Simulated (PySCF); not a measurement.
CHF (SMILES [CH]F), singlet, at a GFN2-xTB geometry; BP86/cc-pVDZ (PySCF).

Here is a job for PySCF.
```python
from pyscf import gto, scf, dft

mol = gto.M(
    atom='''
C    -0.565526    0.436848   -0.015383
F     0.532153   -0.257294    0.015555
H    -1.396222   -0.305438   -0.047703
''',
    basis='cc-pvdz',
    charge=0,
    spin=0,
    verbose=4,
)

mf = dft.RKS(mol)
mf.xc = 'bp86'
mf.kernel()
```

It wrote (shortened):

```
PySCF version 2.14.0

[INPUT] verbose = 4
[INPUT] num. atoms = 3
[INPUT] num. electrons = 16
[INPUT] charge = 0
[INPUT] spin (= nelec alpha-beta = 2S) = 0
[INPUT] symmetry False subgroup None
[INPUT] Mole.unit = angstrom
[INPUT] Symbol           X                Y                Z      unit          X                Y                Z       unit  Magmom
[INPUT]  1 C     -0.565526000000   0.436848000000  -0.015383000000 AA   -1.068689256321   0.825523078064  -0.029069656974 Bohr   0.0
[INPUT]  2 F      0.532153000000  -0.257294000000   0.015555000000 AA    1.005623426366  -0.486215193494   0.029394689868 Bohr   0.0
[INPUT]  3 H     -1.396222000000  -0.305438000000  -0.047703000000 AA   -2.638477189092  -0.577194168035  -0.090145605320 Bohr   0.0

nuclear repulsion = 27.3127904724114
number of shells = 13
number of NR pGTOs = 59
number of NR cGTOs = 33
basis = cc-pvdz
ecp = {}

******** <class 'pyscf.dft.rks.RKS'> ********
method = RKS
initial guess = minao
damping factor = 0
level_shift factor = 0
DIIS = <class 'pyscf.scf.diis.CDIIS'>
diis_start_cycle = 1
diis_space = 8
diis_damp = 0
SCF conv_tol = 1e-09
SCF conv_tol_grad = None
SCF max_cycles = 50
direct_scf = True
direct_scf_tol = 1e-13
XC library pyscf.dft.libxc version 7.1.2
    S. Lehtola, C. Steigemann, M. J. T. Oliveira, and M. A. L. Marques,  SoftwareX 7, 1–5 (2018)
XC functionals = bp86
    A. D. Becke,  Phys. Rev. A 38, 3098 (1988)
    J. P. Perdew,  Phys. Rev. B 33, 8822 (1986)
    J. P. Perdew,  Phys. Rev. B 34, 7406–7406 (1986)
radial grids:
    Treutler-Ahlrichs [JCP 102, 346 (1995); DOI:10.1063/1.469408] (M4) radial grids

becke partition: Becke, JCP 88, 2547 (1988); DOI:10.1063/1.454033
pruning grids: <function nwchem_prune>
grids dens level: 3
symmetrized grids: False
atomic radii adjust function: <function treutler_atomic_radii_adjust>
small_rho_cutoff = 0
Set gradient conv threshold to 3.16228e-05
Initial guess from minao.
tot grids = 38192
init E= -138.535630416093
  HOMO = -0.232531472674347  LUMO = -0.14154684887603  gap/eV = 2.47582
cycle= 1 E= -138.381936151915  delta_E= 0.154  |g|= 0.376  |ddm|= 1.69
  HOMO = -0.184776650493903  LUMO = -0.136292494257734  gap/eV = 1.31932
cycle= 2 E= -138.261926310231  delta_E= 0.12  |g|= 0.915  |ddm|= 0.662
  HOMO = -0.184449556529899  LUMO = -0.133859641748103  gap/eV = 1.37662
cycle= 3 E= -138.404382985162  delta_E= -0.142  |g|= 0.0809  |ddm|= 0.513
  HOMO = -0.194168357086476  LUMO = -0.13905644790486  gap/eV = 1.49967
cycle= 4 E= -138.405904767332  delta_E= -0.00152  |g|= 0.0102  |ddm|= 0.073
  HOMO = -0.193305694259898  LUMO = -0.137956955154632  gap/eV = 1.50612
cycle= 5 E= -138.405928572605  delta_E= -2.38e-05  |g|= 0.00192  |ddm|= 0.00943
  HOMO = -0.193554820119579  LUMO = -0.138317215738483  gap/eV = 1.50309
cycle= 6 E= -138.405929174638  delta_E= -6.02e-07  |g|= 0.00061  |ddm|= 0.00194
  HOMO = -0.193462532414631  LUMO = -0.138236151601329  gap/eV = 1.50279
cycle= 7 E= -138.405929256796  delta_E= -8.22e-08  |g|= 0.000111  |ddm|= 0.000638
  HOMO = -0.193469648317366  LUMO = -0.138241806335471  gap/eV = 1.50283
cycle= 8 E= -138.405929259582  delta_E= -2.79e-09  |g|= 7.63e-06  |ddm|= 0.000127
  HOMO = -0.193470449510333  LUMO = -0.138242194185424  gap/eV = 1.50284
cycle= 9 E= -138.4059292596  delta_E= -1.86e-11  |g|= 8.72e-07  |ddm|= 1.48e-05
  HOMO = -0.193470592952504  LUMO = -0.138242338879146  gap/eV = 1.50284
Extra cycle  E= -138.4059292596  delta_E= -1.71e-13  |g|= 1.02e-06  |ddm|= 2.82e-06
converged SCF energy = -138.4059292596
```
